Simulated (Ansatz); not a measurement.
Molecule: sum formula Si$_{2}$H$_{5}$F, charge 0, multiplicity 1. 
Coordinates optimised at B3LYP-D3(BJ)/def2-TZVP (Ansatz, a quantum-chemistry and plane-wave program):
```
Si
F 1 1.6136
H 1 1.4817 2 107.62
H 1 1.4817 3 108.93 2 -116.40
Si 1 2.3467 3 111.48 4 -123.43
H 5 1.4821 1 110.61 3 -179.60
H 5 1.4821 6 109.25 1 -121.98
H 5 1.4841 6 108.99 7 -119.00
```
Charge 0, spin multiplicity 1.

Wanted: vertical triplet-singlet gap (E(triplet) - E(singlet); each state is the SCF solution reached for its spin), in kcal/mol. Cores are frozen in the correlated levels unless marked. Open shells are spin-unrestricted. No spin-orbit coupling. Non-relativistic. CBS(X,Y): correlation extrapolated as X^-3; Hartree-Fock from the larger set. The bracket is a focal-point correction in the basis named.

```tsv
level	program	vertical triplet-singlet gap (kcal/mol)	minus last row
HF/aug-cc-pV(D+d)Z	Ansatz	135.1	0.3
HF/aug-cc-pV(T+d)Z	Ansatz	131.5	-3.3
CAM-B3LYP/def2-TZVPD	Ansatz	131.9	-2.9
wB97M-V/def2-TZVPD	Ansatz	134.1	-0.7
wB97X-V/def2-TZVPD	Ansatz	135.0	0.2
MP2/aug-cc-pV(D+d)Z	Ansatz	137.3	2.5
MP2/aug-cc-pV(T+d)Z	Ansatz	135.7	0.9
RI-MP2/aug-cc-pV(T+d)Z	Ansatz	135.7	0.9
RI-MP2/aug-cc-pV(Q+d)Z	Ansatz	136.3	1.5
RI-MP2/CBS(aug-cc-pV(T+d)Z,aug-cc-pV(Q+d)Z)	Ansatz	136.9	2.1
SCS-MP2/aug-cc-pV(D+d)Z	Ansatz	140.2	5.4
SCS-MP2/aug-cc-pV(T+d)Z	Ansatz	139.5	4.7
CCSD/aug-cc-pV(T+d)Z	Ansatz	134.9	0.1
RI-MP2/CBS(aug-cc-pV(T+d)Z,aug-cc-pV(Q+d)Z)+[CCSD(T)-MP2]/aug-cc-pV(D+d)Z	Ansatz	134.9	0.1
RI-MP2/CBS(aug-cc-pV(T+d)Z,aug-cc-pV(Q+d)Z)+[CCSD(T)-MP2]/aug-cc-pV(T+d)Z	Ansatz	134.8	0.0
```
